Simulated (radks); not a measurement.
Problem. Nd, 60 electrons, occupied as [Xe] 4f4 6s2. Method: scalar-relativistic Kohn-Sham, PW91, spin-polarised, spherical densities, point nucleus; open shells are filled with parallel spins first (spin-orbit coupling, left out, can overturn this in heavy ions); computed with a radial shooting solver on a logarithmic mesh with Libxc functionals. Some entries of the table are withheld. Estimate them.

orbital,occ.,eigenvalue (Ry),<1/r> (bohr^-1),<r^2> (bohr^2)
1s up,1,-3190.405,66.06,0.0007598
1s down,1,-3190.405,66.06,0.0007598
2s up,1,-515.9945,15.26,0.01203
2s down,1,-515.9937,15.26,0.01203
2p up,3,-461.2721,14.39,0.009622
2p down,3,-461.2716,14.39,0.009622
3s up,1,-111.9424,5.561,0.08106
3s down,1,-111.8652,5.564,0.08099
3p up,3,-94.68646,5.255,0.08111
3p down,3,-94.60972,5.258,0.08102
3d up,5,-70.73814,4.987,0.06884
3d down,5,-70.67868,4.989,0.06873
4s up,1,-22.31956,2.327,0.4164
4s down,1,-22.10933,2.327,0.4160
4p up,3,-16.67013,2.143,0.4707
4p down,3,-16.45839,2.144,0.4704
4d up,5,-8.64137,1.872,0.5807
4d down,5,-8.42845,1.872,0.5811
5s up,1,(1),0.9018,(2)
5s down,1,(3),0.8904,(4)
5p up,3,-1.66277,0.7598,3.363
5p down,3,-1.55952,0.7460,3.476
6s up,1,-0.26519,0.2858,21.88
6s down,1,-0.25112,0.2779,23.03
4f up,4,-0.19115,1.254,(5)
4f down,0,-0.01145,1.191,(6)

Solution. 
(1) 5s up eigenvalue (Ry): -3.02486
(2) 5s up <r^2> (bohr^2): 2.422
(3) 5s down eigenvalue (Ry): -2.89035
(4) 5s down <r^2> (bohr^2): 2.475
(5) 4f up <r^2> (bohr^2): 1.708
(6) 4f down <r^2> (bohr^2): 2.694
